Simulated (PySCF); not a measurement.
A structure optimised at PBE-D3(BJ)/def2-SVP, used in a PySCF frequency run:

```
Si
H 1 1.4998
H 1 1.5056 2 110.53
H 1 1.5056 2 110.53 3 -121.17
Bi 1 2.7090 2 106.34 3 119.42
Cl 5 2.5041 1 89.08 2 51.02
Cl 5 2.5041 6 102.02 2 69.12
```

Question: Write its SMILES, formula and point group.

Answer: [SiH3][Bi]([Cl])[Cl], BiCl₂H₃Si, Cs

Question: What are its rotational constants (standard atomic weights)?

Answer: 1.4412, 1.2593, 1.0260 GHz
